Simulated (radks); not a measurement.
The numbers below are computed, except where a source is named.
Task: All-electron atom: V4+ in [Ar] 3d1 (the NIST ground configuration). Level of theory: scalar-relativistic Kohn-Sham, LDA (Slater exchange, Perdew-Wang correlation), spin-polarised, spherical densities, finite nucleus; open shells are filled with parallel spins first; Fermi nuclear charge, rms radius 3.6002 fm (a radial shooting solver on a logarithmic mesh with Libxc functionals). Some entries of the table are withheld. Estimate them.

orbital,occ.,eigenvalue (hartree),r(max) (bohr)
1s down,1,-198.7001,0.04358
1s up,1,-198.7001,0.04358
2s up,1,-24.19774,0.2562
2s down,1,-24.17843,0.2562
2p up,3,-20.58082,0.2081
2p down,3,-20.56576,0.2081
3s up,1,-4.53761,0.8103
3s down,1,-4.49265,0.8106
3p up,3,-3.56207,(1)
3p down,3,-3.51816,(2)
3d up,1,-2.05776,0.8115
3d down,0,-2.01516,0.8140

Result: 
(1) 3p up r(max) (bohr): 0.8279
(2) 3p down r(max) (bohr): 0.8285
